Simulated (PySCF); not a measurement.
## Ionisation energy of F²⁺ by level of theory

F²⁺ [He] 2s2 2p3 (4S) → F³⁺ [He] 2s2 2p2 (3P), as a difference of total energies. All numbers are calculated (PySCF 2.14, no relativity, point nucleus, in aug-cc-pwCVDZ (5s4p2d, 27 functions)). Correlated levels: valence and next inner shell: nothing frozen. The calculations carry no spin-orbit coupling.

```json
{"method": "UHF", "ionisation energy (eV)": "62.155"}
{"method": "MP2 (valence and next inner shell)", "ionisation energy (eV)": "62.536"}
{"method": "SCS-MP2 (valence and next inner shell)", "ionisation energy (eV)": "62.326"}
{"method": "CCSD (valence and next inner shell)", "ionisation energy (eV)": "62.306"}
{"method": "CCSD(T) (valence and next inner shell)", "ionisation energy (eV)": "62.302"}
{"method": "CCSDT (valence and next inner shell)", "ionisation energy (eV)": "62.301"}
```

Q: How much does correlation contribute at CCSD(T) (valence and next inner shell)?

A: 62.302 − (62.155) = 0.147 eV, measured against UHF.

A first-order spin-orbit estimate (lowest level to lowest level, LS coupling) adds -0.049 eV.

Errors of the correlated levels include the incompleteness of this basis.

For comparison: 62.708 eV (semi-empirical (NIST evaluation); NIST Atomic Spectra Database, ionization energies).
